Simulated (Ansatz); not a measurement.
Reaction (cleavage of the Al–Si bond): `C[SiH](N)[AlH2]` + `CC(N)=S` → `CC(=S)[NH][AlH2]` + `C[SiH2]N`

Isolated molecules relaxed with PBE0-D4/def2-TZVP in Ansatz; ΔE leaves out vibrations. CCSD(T)/CBS adds triple-zeta CCSD(T) − MP2 to the extrapolated MP2 energy (def2 sets, frozen cores). One conformer a species, not always the lowest.

```
           species  HF/CBS(def2) energy (Eh)
 `C[SiH](N)[AlH2]`                -627.92449
         `CC(N)=S`                -530.71601
`CC(=S)[NH][AlH2]`                -773.25171
        `C[SiH2]N`                -385.43101
```

(1) Work out ΔE.

Largest T1 diagnostic among the species: 0.017.

Answers

(1) ΔE = (-773.25171) + (-385.43101) − (-627.92449) − (-530.71601) = -0.04222 Eh = -26.5 kcal/mol. CCSD(T)/CBS gives -25.5 kcal/mol.

From PBE to PBE0 (25 % exact exchange), in def2-TZVPP and without D4, ΔE moves by −0.8 kcal/mol.
